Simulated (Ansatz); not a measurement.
The same path of CH4BrFOSi (9 atoms, charge 0, multiplicity 1) was run 3 times with different band settings. The coordinate that changes most is the dihedral C2–O4–Si5–H7.

All numbers below come from RKS B3LYP-D4/def2-SVP (Ansatz).

Relaxed end points:

```xyz
9
Properties=species:S:1:pos:R:3
F -1.595 -0.323 0.892
C -0.299 -0.245 1.291
Br -0.021 1.613 2.008
O 0.540 -0.526 0.288
Si 0.409 -0.008 -1.334
H -0.135 -0.907 2.152
H -0.030 1.409 -1.380
H -0.555 -0.881 -2.053
H 1.775 -0.178 -1.882
```

```xyz
9
Properties=species:S:1:pos:R:3
F -1.111 -1.477 0.866
C -0.305 -0.462 1.254
Br -1.485 1.157 1.484
O 0.678 -0.245 0.374
Si 0.557 0.309 -1.237
H 0.094 -0.667 2.257
H 0.663 1.789 -1.254
H -0.722 -0.144 -1.840
H 1.720 -0.307 -1.920
```

Common settings: movable images 9; climbing image yes; spring 5.0 eV/Å²; start path IDPP; force threshold 0.05 eV/Å; end points relaxed.

| run | optimiser | iteration limit | largest step |
| --- | --- | --- | --- |
| 1 | quadratic models (default) | 44 | default |
| 2 | lbfgs | 47 | 0.5 Å |
| 3 | lbfgs | 60 | 0.02 Å |

(1) What does each run give, and how far can it be trusted?

Results:

(1) Run 1: converged after 4 iterations, highest image 0.010 eV above the first end. A vibrational analysis at the climbing image gives one clearly imaginary mode, 67i cm⁻¹: a first-order saddle point.
Run 2: converged after 10 iterations, highest image 0.011 eV above the first end. Another band between the same ends (9 images) ends at a top of the same energy, where a vibrational analysis finds 1 clearly imaginary mode.
Run 3: converged after 10 iterations, highest image 0.011 eV above the first end. Another band between the same ends (9 images) ends at a top of the same energy, where a vibrational analysis finds 1 clearly imaginary mode.
